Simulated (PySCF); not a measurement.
Compound: C2H5NSi.
Atom-mapped SMILES: `[N:1]#[C:2][CH2:3][SiH3:4]` (hydrogens: H5, H6 on C3; H7, H8, H9 on Si4)

Method: PySCF, PBE0-D3(BJ)/def2-SVP geometry optimisation, gas phase; density fitting, grid level 1; the optimiser is geomeTRIC in internal coordinates, started from a GFN2-xTB structure with every atom displaced at random (about 0.01 Å).

At the end of the run (lengths in Å): C3–Si4 1.908, Si4–H7 1.490, N1≡C2 1.158, Si4–H8 1.492, C2–C3 1.448, Si4–H9 1.490, C3–H6 1.102, C3–Si4–H7 109.4°, C2–C3–Si4 112.8°, Si4–C3–H5 109.0°, C3–Si4–H8 107.5°.

**Question.** These geometries were met on the way; a selection of coordinates is given. Order them by energy above the end point, lowest first.
A. C3–Si4 1.907, Si4–H7 1.489, N1≡C2 1.159, Si4–H8 1.492, C2–C3 1.447, Si4–H9 1.493, C3–H6 1.102, C3–Si4–H7 110.1°, C2–C3–Si4 113.4°, Si4–C3–H5 108.7°, C3–Si4–H8 108.0°
B. C3–Si4 1.916, Si4–H7 1.492, N1≡C2 1.162, Si4–H8 1.494, C2–C3 1.446, Si4–H9 1.483, C3–H6 1.107, C3–Si4–H7 112.5°, C2–C3–Si4 114.3°, Si4–C3–H5 106.8°, C3–Si4–H8 109.6°
C. C3–Si4 1.975, Si4–H7 1.450, N1≡C2 1.118, Si4–H8 1.455, C2–C3 1.422, Si4–H9 1.472, C3–H6 1.085, C3–Si4–H7 107.7°, C2–C3–Si4 110.1°, Si4–C3–H5 109.7°, C3–Si4–H8 105.4°

**Answer.** A (0.002 eV), B (0.027 eV), C (0.209 eV).

```json
{"step": "2", "E above end (eV)": "0.002", "rms distance from the end, all atoms (Å)": "0.011", "largest force (eV/Å)": "0.188", "rms shift of all bonds from the end (Å)": "0.002"}
{"step": "1", "E above end (eV)": "0.027", "rms distance from the end, all atoms (Å)": "0.038", "largest force (eV/Å)": "0.557", "rms shift of all bonds from the end (Å)": "0.004"}
{"step": "0", "E above end (eV)": "0.209", "rms distance from the end, all atoms (Å)": "0.050", "largest force (eV/Å)": "5.816", "rms shift of all bonds from the end (Å)": "0.036"}
```

Rows stand in the order of the answer.
